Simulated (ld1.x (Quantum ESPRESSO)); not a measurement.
**P (Z = 15): TM pseudisation with PBE, non-relativistic reference atom.**

phosphorus (P), norm-conserving Troullier–Martins (Kleinman–Bylander form), made with ld1.x (Quantum ESPRESSO) 7.5 (PBE, non-relativistic). Core [Ne], reference 3s2 3p3. Waves: 3s (bound): rc 1.60 bohr; 3d channel at 0.5 Ry: rc 1.60 bohr; 3p (bound): rc 1.20 bohr. Local part: the p channel. Core correction: Bessel-smoothed model core inside 1.15 bohr.

Does the generator finish with these settings?

Yes, a potential is produced and its reference levels are reproduced.

Estimate the cutoffs (Ry, on a coarse ladder) from which the occupation-weighted sum of valence levels, in a spherical-Bessel basis at the reference potential, stays within 10 and 1 mRy of its value at 400 Ry.

70 Ry and 90 Ry.

Does the potential have ghost states?

No extra level below or beside the all-electron valence levels (s, d, p, f tested).

Which valence shell sets the plane-wave cutoff?

3p: its level needs 80 Ry to come within 1 mRy, against 40 Ry for 3s.

Tests: 3s2 3p2; 3s2 3p1; 3s2 3p0; 3s1 3p4; 3s0 3p5; 3s2 3p3.3; 3s1 3p3. Which has the largest error in its energy relative to the reference configuration, and how large is it?

3s2 3p0, with +57 meV (all-electron minus pseudo) on +58.65 eV.
